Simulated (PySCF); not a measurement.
Electron correlation in N⁺ (nitrogen, charge +1)

[He] 2s2 2p2, high-spin 3P determinant. Computed with PySCF 2.14 in x2c-TZVPPall with one added diffuse shell each of s, p, d type (6s4p3d1f, 40 functions), with scalar relativity by spin-free X2C-1e. Frozen: nothing; 6 electrons correlated.

```
  level  correlation energy (mhartree)
   CCSD                        -109.37
    (T)                          -1.71
CCSD(T)                        -111.08
  CCSDT                        -111.42
```

Diagnostics: T1 = 0.0052, D1 = 0.0126, largest double amplitude 0.118.

Question: Is a single reference adequate?

Answer: Mostly. T1 lies below 0.03, but a double amplitude of this size points to a near-degeneracy that CCSD handles and MP2 describes poorly.

This basis was not built for core-valence correlation, so the inner-shell part is incomplete.
